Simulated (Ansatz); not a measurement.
Input file for Ansatz (an electronic-structure program): R-B3LYP-D3(BJ)/def2-TZVP on O3S (SMILES O=S(=O)=O).

Ansatz 0.2 input:
```yaml
crystal:
  periodic: [false, false, false]
  atoms:
    - {symbol: S, position_ang: [0.00000000, -0.00000000, 0.00000000]}
    - {symbol: O, position_ang: [1.42000000, -0.00000000, 0.00000000]}
    - {symbol: O, position_ang: [-0.71000000, 1.22980000, 0.00000000]}
    - {symbol: O, position_ang: [-0.71000000, -1.22980000, 0.00000000]}
basis:
  gaussian:
    orbitals: def2-TZVP
hamiltonian:
  xc: b3lyp
  dispersion: d3bj
relax: {f_tol: 0.004, max_steps: 120}
scf: {lower_state_search: off}
```

Program output:

```
WARN ansatz: RAYON_NUM_THREADS=4 ignored (pool sized by the plan → 4); use --threads N
Functional definition: B3LYP
these checks for a lower state are left out or cut short: stability, starts, cluster_reference, orbital_swaps, neighbouring_geometries, increment
integrals: 0.04 GiB planned
724 factors; their error is unknown
mean field: 0.43 GiB planned
mean field evaluation 1: about -16968.0280 eV, gradient 8.3e1 eV
mean field evaluation 2: about -16943.6134 eV, gradient 1.5e2 eV
mean field evaluation 4: about -16978.4789 eV, gradient 3.0e0 eV
mean field evaluation 8: about -16978.4958 eV, gradient 4.2e-2 eV
mean field evaluation 16: about -16978.5301 eV, gradient 9.3e-6 eV
mean field -16978.53009422 eV, -623.9494725016 hartree, gradient 2.0e-6 eV, S^2 0.000000; 0 other end points of the search recorded, 0 dependent functions left out
the calculation of the forces begins
reference -16978.53027200 eV, -623.9494790349 hartree; 20, 20 occupied and 110, 110 virtual orbitals, 724 factors
relax step   1: F+E_penalty+E_count = -16978.65009620 eV  Δ(F+E_penalty+E_count) = +0.000e0 eV  max|allowed force component| = 4.595e-1 eV/Å  Δτ_max = 0.0000 Å  (16 SCF iters, accepted)
these checks for a lower state are left out or cut short: stability, starts, cluster_reference, orbital_swaps, neighbouring_geometries, increment
integrals: 0.04 GiB planned
724 factors; their error is unknown
mean field: 0.43 GiB planned
mean field -16978.53333787 eV, -623.9495917033 hartree, gradient 6.7e-7 eV, S^2 0.000000; 0 other end points of the search recorded, 0 dependent functions left out
the calculation of the forces begins
reference -16978.53351572 eV, -623.9495982392 hartree; 20, 20 occupied and 110, 110 virtual orbitals, 724 factors
relax step   2: F+E_penalty+E_count = -16978.65328240 eV  Δ(F+E_penalty+E_count) = -3.186e-3 eV  max|allowed force component| = 2.464e-1 eV/Å  Δτ_max = 0.0030 Å  (22 SCF iters, accepted)
these checks for a lower state are left out or cut short: stability, starts, cluster_reference, orbital_swaps, neighbouring_geometries, increment
integrals: 0.04 GiB planned
724 factors; their error is unknown
mean field: 0.43 GiB planned
mean field evaluation 32: about -16978.5347 eV, gradient 7.6e-4 eV
mean field -16978.53471697 eV, -623.9496423843 hartree, gradient 6.6e-7 eV, S^2 0.000000; 0 other end points of the search recorded, 0 dependent functions left out
the calculation of the forces begins
reference -16978.53489490 eV, -623.9496489232 hartree; 20, 20 occupied and 110, 110 virtual orbitals, 724 factors
relax step   3: F+E_penalty+E_count = -16978.65459400 eV  Δ(F+E_penalty+E_count) = -1.312e-3 eV  max|allowed force component| = 4.397e-3 eV/Å  Δτ_max = 0.0035 Å  (22 SCF iters, accepted)
these checks for a lower state are left out or cut short: stability, starts, cluster_reference, orbital_swaps, neighbouring_geometries, increment
integrals: 0.04 GiB planned
724 factors; their error is unknown
mean field: 0.43 GiB planned
mean field -16978.53471864 eV, -623.9496424460 hartree, gradient 9.8e-7 eV, S^2 0.000000; 0 other end points of the search recorded, 0 dependent functions left out
the calculation of the forces begins
reference -16978.53489658 eV, -623.9496489849 hartree; 20, 20 occupied and 110, 110 virtual orbitals, 724 factors
relax step   4: F+E_penalty+E_count = -16978.65459443 eV  Δ(F+E_penalty+E_count) = -4.235e-7 eV  max|allowed force component| = 5.452e-5 eV/Å  Δτ_max = 0.0001 Å  (10 SCF iters, accepted)
Total energy: -16978.65477236 eV, -623.9540543387 hartree
Atom 0 at    -0.000001    -0.000000    -0.000000 Å, force     0.000029    -0.000000     0.000000 eV/Å
Atom 1 at     1.426627     0.000000     0.000000 Å, force    -0.000055     0.000000    -0.000000 eV/Å
Atom 2 at    -0.713313     1.235497     0.000000 Å, force     0.000013    -0.000013    -0.000000 eV/Å
Atom 3 at    -0.713313    -1.235497     0.000000 Å, force     0.000013     0.000013    -0.000000 eV/Å
Dipole moment:    -0.000001     0.000000     0.000000 e Å
Checks for a lower state left out: stability, starts, cluster_reference, orbital_swaps, neighbouring_geometries, increment
```

The calculation finished and met its thresholds.

Cost: around 7 core-seconds (rough).
